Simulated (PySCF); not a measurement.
PySCF input for GaH, SMILES [GaH] (connectivity only; charge and spin as stated), neutral, multiplicity 1, TDA-PBE0/def2-TZVPD. Geometry: PBE0-D3(BJ)/def2-TZVPD.

```python
import numpy as np
from pyscf import gto, scf, dft, tdscf

mol = gto.M(
    atom='''
    Ga    0.00000000    0.00000000   -0.05254141
    H     0.00000000    0.00000000    1.62878376
    ''',
    basis='def2-TZVPD',
    charge=0,
    spin=0,
    symmetry=True,
    symmetry_subgroup='C2v',
    max_memory=1600,
    verbose=4,
)
mf = dft.RKS(mol, xc='pbe0').density_fit(auxbasis='def2-universal-jkfit')
mf.grids.level = 3
mf.conv_tol = 1e-9
mf.max_cycle = 100
mf.kernel()
mf.grids = dft.Grids(mol).set(level=1).build(with_non0tab=True)  # coarser grid for the response kernel
td = tdscf.TDA(mf)
td.singlet = True
td.nstates = 10
td.conv_tol = 1e-4
td.positive_eig_threshold = 1e-6
td.kernel(x0=td.get_init_guess(mf, 15))
td.analyze()
tt = tdscf.TDA(mf)
tt.singlet = False
tt.nstates = 4
tt.conv_tol = 1e-4
tt.positive_eig_threshold = 1e-6
tt.kernel(x0=tt.get_init_guess(mf, 9))
tt.analyze(verbose=3)
```

Output:

```
PySCF version 2.14.0

[INPUT] verbose = 4
[INPUT] num. atoms = 2
[INPUT] num. electrons = 32
[INPUT] charge = 0
[INPUT] spin (= nelec alpha-beta = 2S) = 0
[INPUT] symmetry True subgroup C2v
[INPUT] Mole.unit = angstrom
[INPUT] Symbol           X                Y                Z      unit          X                Y                Z       unit  Magmom
[INPUT]  1 Ga     0.000000000000   0.000000000000  -0.052541410000 AA    0.000000000000   0.000000000000  -0.099288875098 Bohr   0.0
[INPUT]  2 H      0.000000000000   0.000000000000   1.628783760000 AA    0.000000000000   0.000000000000   3.077955222539 Bohr   0.0

nuclear repulsion = 9.75688333894389
point group symmetry = Coov, use subgroup C2v
symmetry origin: [0.00000000e+00 0.00000000e+00 2.95269706e-09]
symmetry axis x: [1. 0. 0.]
symmetry axis y: [0. 1. 0.]
symmetry axis z: [0. 0. 1.]
num. orbitals of irrep A1 = 29
num. orbitals of irrep A2 = 6
num. orbitals of irrep B1 = 14
num. orbitals of irrep B2 = 14
number of shells = 23
number of NR pGTOs = 117
number of NR cGTOs = 63
basis = def2-TZVPD
ecp = {}


[settings echo left out]
init E= -1924.52842249929
HOMO (A1) = -0.202693180833315  LUMO (B2) = -0.0675588001297753  gap/eV = 3.67719
cycle= 1 E= -1925.12521329992  delta_E= -0.597  |g|= 0.61  |ddm|= 0.979
HOMO (A1) = -0.220255607596102  LUMO (B1) = -0.078375539907261  gap/eV = 3.86075
cycle= 2 E= -1925.11138821859  delta_E= 0.0138  |g|= 0.779  |ddm|= 0.662
HOMO (A1) = -0.214527410012095  LUMO (B2) = -0.0632872414381986  gap/eV = 4.11545
cycle= 3 E= -1925.15836993578  delta_E= -0.047  |g|= 0.0172  |ddm|= 0.346
HOMO (A1) = -0.218221938264755  LUMO (B2) = -0.0624030898363985  gap/eV = 4.24005
cycle= 4 E= -1925.15850776238  delta_E= -0.000138  |g|= 0.00521  |ddm|= 0.0324
HOMO (A1) = -0.218303536225115  LUMO (B2) = -0.062759274422135  gap/eV = 4.23257
cycle= 5 E= -1925.15852034824  delta_E= -1.26e-05  |g|= 0.00051  |ddm|= 0.00829
HOMO (A1) = -0.218287279976733  LUMO (B2) = -0.0627794551818894  gap/eV = 4.23158
cycle= 6 E= -1925.15852042336  delta_E= -7.51e-08  |g|= 0.000114  |ddm|= 0.000756
HOMO (A1) = -0.218265830206859  LUMO (B2) = -0.0627619140771891  gap/eV = 4.23148
cycle= 7 E= -1925.15852042496  delta_E= -1.6e-09  |g|= 1.06e-05  |ddm|= 0.000146
HOMO (A1) = -0.218268867665  LUMO (B1) = -0.0627644927952664  gap/eV = 4.23149
cycle= 8 E= -1925.15852042498  delta_E= -2.23e-11  |g|= 6.38e-07  |ddm|= 1.4e-05
HOMO (A1) = -0.218268822039954  LUMO (B1) = -0.0627644679729413  gap/eV = 4.23149
Extra cycle  E= -1925.15852042499  delta_E= -6.14e-12  |g|= 6.25e-07  |ddm|= 1.46e-06
converged SCF energy = -1925.15852042499
tot grids = 9888
Overwritten attributes  positive_eig_threshold  of <class 'pyscf.tdscf.rks.TDA'>


******** <class 'pyscf.tdscf.rks.TDA'> for <class 'pyscf.df.df_jk.DFSymAdaptedRKS'> ********
nstates = 10 singlet
deg_eia_thresh = 1.000e-03
wfnsym = None
conv_tol = 0.0001
eigh lindep = 1e-12
eigh level_shift = 0
eigh max_cycle = 100


Excitation energies (eV)
[3.03591472 3.03591472 5.49972614 6.9172982  6.94699349 6.94699349
 6.97562105 6.97569007 8.31145529 8.68427531]

** Singlet excitation energies and oscillator strengths **
Excited State   1:   B2      3.03591 eV    408.39 nm  f=0.0389
      16 -> 18       -0.70026
Excited State   2:   B1      3.03591 eV    408.39 nm  f=0.0389
      16 -> 17       -0.70026
Excited State   3:   A1      5.49973 eV    225.44 nm  f=0.2281
      16 -> 19       -0.69921
Excited State   4:   A1      6.91730 eV    179.24 nm  f=0.5092
      16 -> 20       -0.67708
      16 -> 26        0.16947
Excited State   5:   B2      6.94699 eV    178.47 nm  f=0.1287
      15 -> 18       -0.14737
      16 -> 22       -0.69031
Excited State   6:   B1      6.94699 eV    178.47 nm  f=0.1287
      15 -> 17       -0.14737
      16 -> 21       -0.69031
Excited State   7:   A1      6.97562 eV    177.74 nm  f=0.0000
      16 -> 23       -0.70611
Excited State   8:   A2      6.97569 eV    177.74 nm  f=0.0000
      16 -> 24       -0.70611
Excited State   9:   A1      8.31146 eV    149.17 nm  f=0.0168
      16 -> 25       -0.70116
Excited State  10:   B2      8.68428 eV    142.77 nm  f=0.6251
      15 -> 18        0.66298
      16 -> 22       -0.13962
      16 -> 30       -0.14825

** Transition electric dipole moments (AU) **
state          X           Y           Z        Dip. S.      Osc.
  1        -0.0000     -0.7229      0.0000      0.5226      0.0389
  2        -0.7229      0.0000     -0.0000      0.5226      0.0389
  3        -0.0000      0.0000      1.3012      1.6932      0.2281
  4         0.0000     -0.0000     -1.7335      3.0049      0.5092
  5         0.0000      0.8696      0.0000      0.7563      0.1287
  6         0.8696     -0.0000     -0.0000      0.7563      0.1287
  7         0.0000     -0.0000     -0.0000      0.0000      0.0000
  8         0.0000     -0.0000     -0.0000      0.0000      0.0000
  9        -0.0000      0.0000     -0.2873      0.0825      0.0168
 10         0.0000      1.7140      0.0000      2.9379      0.6251

** Transition velocity dipole moments (imaginary part, AU) **
state          X           Y           Z        Dip. S.      Osc.
  1        -0.0000      0.0063      0.0000      0.0000      0.0002
  2         0.0063      0.0000     -0.0000      0.0000      0.0002
  3        -0.0000      0.0000      0.2467      0.0608      0.2007
  4         0.0000     -0.0000     -0.3348      0.1121      0.2940
  5        -0.0000      0.2009     -0.0000      0.0404      0.1054
  6         0.2009     -0.0000      0.0000      0.0404      0.1054
  7         0.0000     -0.0000     -0.0000      0.0000      0.0000
  8        -0.0000     -0.0000      0.0000      0.0000      0.0000
  9        -0.0000     -0.0000     -0.0768      0.0059      0.0129
 10        -0.0000      0.3414     -0.0000      0.1165      0.2434

** Transition magnetic dipole moments (imaginary part, AU) **
state          X           Y           Z
  1         1.2720     -0.0000     -0.0000
  2         0.0000     -1.2720     -0.0000
  3         0.0000      0.0000      0.0000
  4        -0.0000     -0.0000      0.0000
  5         0.3602     -0.0000     -0.0000
  6         0.0000     -0.3602     -0.0000
  7        -0.0000      0.0000     -0.0000
  8        -0.0000     -0.0000     -0.0000
  9         0.0000      0.0000     -0.0000
 10         0.1820     -0.0000      0.0000


******** <class 'pyscf.tdscf.rks.TDA'> for <class 'pyscf.df.df_jk.DFSymAdaptedRKS'> ********
nstates = 4 triplet
deg_eia_thresh = 1.000e-03
wfnsym = None
conv_tol = 0.0001
eigh lindep = 1e-12
eigh level_shift = 0
eigh max_cycle = 100


Excitation energies (eV)
[1.97349487 1.97349487 4.98146287 5.68354438]

** Triplet excitation energies and oscillator strengths **
Excited State   1:   B1      1.97349 eV    628.25 nm  f=0.0000
Excited State   2:   B2      1.97349 eV    628.25 nm  f=0.0000
Excited State   3:   A1      4.98146 eV    248.89 nm  f=0.0000
Excited State   4:   A1      5.68354 eV    218.15 nm  f=0.0000
```

The run converged.

Cost: about 8 core-seconds (a rough figure).
